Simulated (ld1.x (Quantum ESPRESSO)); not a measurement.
# Zn, TM: configuration errors across variants

```
Element                 : zinc (Zn)
Generator               : ld1.x (Quantum ESPRESSO) 7.5
Type                    : norm-conserving Troullier–Martins (Kleinman–Bylander form)
Functional              : BLYP
Relativity              : fully relativistic
Frozen core             : [Ne]
Valence charge          : 20
Reference configuration : 3s2 3p6 3d9 4s0 4p0 (charge +3)
Partial waves           : 3p (bound): rc 0.30 bohr; 3d (bound): rc 1.00 bohr; 3s (bound): rc 1.10 bohr
Local potential         : the s channel
Core correction         : a·sin(br)/r model core, default radius (core density twice the valence density)
```

Open shells are filled in proportion to 2j + 1 (rel_dist='average').

All-electron excitation energies from the reference (eV): (1) 3s2 3p6 3d10 4s2 4p0 -69.143; (2) 3s2 3p6 3d10 4s1 4p0 -59.203; (3) 3s2 3p6 3d10 4s0 4p0 -40.545; (4) 3s2 3p6 3d8 4s0 4p0 61.786; (5) 3s2 3p6 3d10 4s1.5 4p0 -65.195; (6) 3s1 3p6 3d10 4s2 4p0 68.617.

Tests that are not counted but printed errors over 1 eV. “base”: 3s2 3p6 3d10 4s0 4p2 (solver errors, printed error -5.0 eV). “wave 3d (bound): rc 1.00 bohr becomes 3d (bound): rc 1.50 bohr”: 3s2 3p6 3d10 4s1.5 4p0 (solver errors, printed error +1.7 eV); 3s2 3p6 3d10 4s0 4p2 (solver errors, printed error -5.0 eV).

6 further variants failed, have other tests or another functional or relativity, and are left out.

Errors AE − PS in meV (a dash: test not solved or not reliable):

```csv
change,(1),(2),(3),(4),(5),(6),bound ghosts
base,+2013,+1293,+32,+57,+1714,+3298,not determined
wave 3d (bound): rc 1.00 bohr becomes 3d (bound): rc 1.50 bohr,+1980,+1279,+47,+133,–,+3096,not determined
local potential the d channel,+2110,+1407,-20,-18,+1829,+4325,not determined
```

Task: Give the same row for: wave 3s (bound): rc 1.10 bohr becomes 3s (bound): rc 1.16 bohr.

Result: +2523, +1618, +42, +70, +2147, +4085; bound ghosts: not determined. Not counted: 3s2 3p6 3d10 4s0 4p2 (solver errors, printed error -5.0 eV).
